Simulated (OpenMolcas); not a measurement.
## Lines of Te III: computed and rescaled rates

```
Program             : OpenMolcas 26.06
Method              : MS-CASPT2, IPEA 0.25 Eh, imaginary shift 0.1 Eh (closed shells correlated: 4d)
Basis               : ANO-RCC-VTZP [7s6p4d2f1g]
Scalar Hamiltonian  : DKH2, point nucleus
Active space        : 4 electrons in 4 orbitals (5s 5p)
State averaging     : 2S+1 = 3 even, 6 roots; 2S+1 = 1 even, 12 roots; 2S+1 = 5 odd, 1 root; 2S+1 = 3 odd, 9 roots; 2S+1 = 1 odd, 8 roots
Spin-orbit coupling : state interaction with AMFI integrals over the reference wave functions, term energies averaged over their components
```

Rates come from the transition moments of the reference wave functions (E1 and E2 in the length form). At fixed line strength A goes as λ^-3 for E1 and M1 and as λ^-5 for E2, so a rate at the computed wavelength can be rescaled to the measured one. Measured vacuum wavelengths follow from level energies in the list in Zhang, Palmeri, Quinet and Biemont, Astron. Astrophys. 551, A136 (2013). Branching counts decays inside the model space alone, at computed energies, and the table is only a selection of the E2 and M1 lines, drawn from those between levels with measured partners whose computed energy lies within a factor of 1.5 of the measured one.

| Upper | Lower | Type | λ computed (nm) | λ measured (nm) | A computed (s-1) | A rescaled (s-1) | Branching % |
| --- | --- | --- | --- | --- | --- | --- | --- |
| 5s² 5p² ¹S₀ | 5s² 5p² ³P₁ | M1 | 389.3 | 390 | 5.26e+01 |  | 87.7 |
| 5s² 5p² ¹D₂ | 5s² 5p² ³P₁ | M1 | 838.1 | 793.5 | 4.40e+00 |  | 50.7 |
| 5s² 5p² ¹S₀ | 5s² 5p² ³P₂ | E2 | 444.6 | 449.8 | 4.27e+00 |  | 7.1 |
| 5s² 5p² ¹D₂ | 5s² 5p² ³P₂ | M1 | 1145 | 1088 | 4.19e+00 |  | 48.3 |
| 5s² 5p² ¹S₀ | 5s² 5p² ¹D₂ | E2 | 726.9 | 767 | 3.08e+00 | 2.35e+00 | 5.1 |
| 5s² 5p² ³P₁ | 5s² 5p² ³P₀ | M1 | 2413 | 2102 | 1.21e+00 | 1.83e+00 | 100.0 |
| 5s² 5p² ³P₂ | 5s² 5p² ³P₁ | M1 | 3130 | 2933 | 3.57e-01 | 4.34e-01 | 97.5 |
| 5s² 5p² ¹D₂ | 5s² 5p² ³P₂ | E2 | 1145 | 1088 | 4.42e-02 |  | 0.5 |
| 5s² 5p² ³P₂ | 5s² 5p² ³P₀ | E2 | 1363 | 1224 | 8.82e-03 | 1.51e-02 | 2.4 |

Spin-changing lines and M1 lines between different terms are not rescaled, since their strength hangs on the term gaps too.

The largest correction is for 5s² 5p² ³P₂ → 5s² 5p² ³P₀ (E2): 8.82e-03 × (1363 / 1224)^5 = 1.51e-02 s-1, a factor of 1.71.

No measured rate stands beside these. Rescaling mends the energy factor alone: line strengths can still be far off where a level mixes with configurations outside the active space, and weak or spin-changing lines hang on small mixing coefficients that depend on the term gaps too, so rescaling need not improve them.

Term energies are means over components that CASPT2 splits; among the terms shown or strongly mixed into the levels shown the widest spread is 31 cm-1 (5s² 5p² ¹D). Over all roots computed the reference weight is 0.82 to 0.94; the roots of lowest weight are the least certain, and an intruder state may touch them. Measured partners are found by configuration, term and J. A level has none where our copy of the source lacks it or the pairing is in doubt (some pairs that miss far off the trend of their configuration count as doubtful). Levels of configurations outside the active space are missing.
